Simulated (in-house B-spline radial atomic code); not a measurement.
Orbital energies and mean radii along the 5-electron series, configuration 1s2 2s2 2p1/2(1). The effective charge is n√(-2ε), a non-relativistic measure. Computed with a B-spline radial code for spherical atoms: Dirac-Hartree-Fock, jj configuration that fills j = l - 1/2 first, finite nuclei.

```
  ion   Z  energy of 2s1/2 (Eh)  mean radius of 2s1/2 (bohr)  energy of 2p1/2 (Eh)  mean radius of 2p1/2 (bohr)  effective charge of 2s1/2
Ca15+  20               -37.098                      0.32803               -35.867                      0.28134                     17.227
Sc16+  21               -41.582                      0.31065               -40.277                      0.26596                     18.239
Ti17+  22               -46.324                      0.29499               -44.945                      0.25214                     19.251
 V18+  23               -51.327                       0.2808               -49.874                      0.23965                     20.264
Cr19+  24               -56.592                      0.26788               -55.064                      0.22832                     21.278
Mn20+  25               -62.119                      0.25607               -60.515                      0.21797                     22.292
Fe21+  26               -67.911                      0.24523                -66.23                       0.2085                     23.308
Co22+  27               -73.967                      0.23524               -72.209                      0.19979                     24.326
Ni23+  28                -80.29                        0.226               -78.454                      0.19175                     25.344
Cu24+  29                     ?                            ?                     ?                            ?                          ?
Zn25+  30               -93.742                      0.20948               -91.747                      0.17739                     27.385
Ga26+  31               -100.87                      0.20206               -98.798                      0.17096                     28.408
Ge27+  32               -108.28                      0.19512               -106.12                      0.16495                     29.432
As28+  33                     ?                            ?                     ?                            ?                          ?
Se29+  34                     ?                            ?                     ?                            ?                          ?
Br30+  35               -132.14                      0.17677               -129.73                      0.14908                     32.514
```

**Question.** Fill in the row of Cu24+.

**Answer.** energy of 2s1/2 (Eh): -86.881; mean radius of 2s1/2 (bohr): 0.21744; energy of 2p1/2 (Eh): -84.967; mean radius of 2p1/2 (bohr): 0.18431; effective charge of 2s1/2: 26.364.

**Question.** Fill in the row of As28+.

**Answer.** energy of 2s1/2 (Eh): -115.96; mean radius of 2s1/2 (bohr): 0.18861; energy of 2p1/2 (Eh): -113.72; mean radius of 2p1/2 (bohr): 0.15932; effective charge of 2s1/2: 30.457.

**Question.** Fill in the row of Se29+.

**Answer.** energy of 2s1/2 (Eh): -123.91; mean radius of 2s1/2 (bohr): 0.18251; energy of 2p1/2 (Eh): -121.59; mean radius of 2p1/2 (bohr): 0.15405; effective charge of 2s1/2: 31.485.

**Question.** How does the screening of 2s1/2 change?

**Answer.** Z less the effective charge goes from 2.77 at Z = 20 to 2.49 at Z = 35.
